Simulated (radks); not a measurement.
Results of a calculation; reference values are marked as such.
Task: Valence configurations of S IV (all share [Ne]). Code: a radial shooting solver on a logarithmic mesh with Libxc functionals. Model: non-relativistic Kohn-Sham, r2SCAN, spin-polarised, spherical densities, point nucleus; open shells are filled with parallel spins first; meta-GGA in the generalised Kohn-Sham scheme. Order these by energy: 3s1.5 3p1.5; 3s0.5 3p2.5; 3s1 3p2; 3p3; 3s2 3p1.

Result: From the lowest, in eV above it: 3s2 3p1 0.000; 3s1.5 3p1.5 4.506; 3s1 3p2 7.468; 3s0.5 3p2.5 13.797; 3p3 20.116. NIST lists [Ne] 3s2 3p1 as the ground configuration; this level of theory agrees among the configurations tried. The energies are those of spherical high-spin densities, not of single terms.
